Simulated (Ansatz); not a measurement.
Isolated molecules relaxed with PBE0-D4/def2-TZVP in Ansatz; ΔE leaves out vibrations. CBS: MP2 limit from def2 TZ/QZ plus the TZ coupled-cluster correction, frozen cores. This one scheme is used for every species. Functionals use def2-TZVPP. HSE06 is defined as in plane-wave codes. For Sc outer-core shells are correlated without core-valence functions, which leaves a few kJ/mol of doubt a bond. Scalar relativity is left out up to krypton. One conformer a species, not always the lowest.

Consider the ligand exchange at the Sc–F bond: `[F][Sc]([O][SiH3])[O][SiH3]` + HCl → `[SiH3][O][Sc]([Cl])[O][SiH3]` + H–F.

**Question.** Is it downhill or uphill in electronic energy at CCSD(T)/CBS, and by how much? (Estimate.)

**Answer.** The calculation gave: Nearly level: ΔE = -0.01 eV.

**Question.** What do these levels give: BLYP-D4, HSE06-D4, HSE06, CCSD/def2-SVP, HF/CBS(def2), CCSD/CBS(def2)? (Best estimate.)

**Answer.** Computed: BLYP-D4 0.14, HSE06-D4 0.02, HSE06 0.05, CCSD/def2-SVP 0.17, HF/CBS(def2) -0.01, CCSD/CBS(def2) 0.00 eV.

Largest T1 diagnostic among the species: 0.015.

Leaving LDA and LC-ωPBE aside and taking each functional with its dispersion term where it has one, the values, not all of them listed here, spread over 0.14 eV, from PBE-QIDH to BLYP-D4. The D4 term adds −0.04 eV with B3LYP and −0.03 eV with PBE0; it sums over pairs of atoms, weighted by their polarisabilities, and B3LYP, whose exchange is more repulsive, gets the larger term. From BLYP to BHLYP (50 % exact exchange), in def2-TZVPP and without D4, ΔE moves by −0.13 eV.

B3LYP here is the variant with VWN-RPA as its local correlation; programs differ in this.
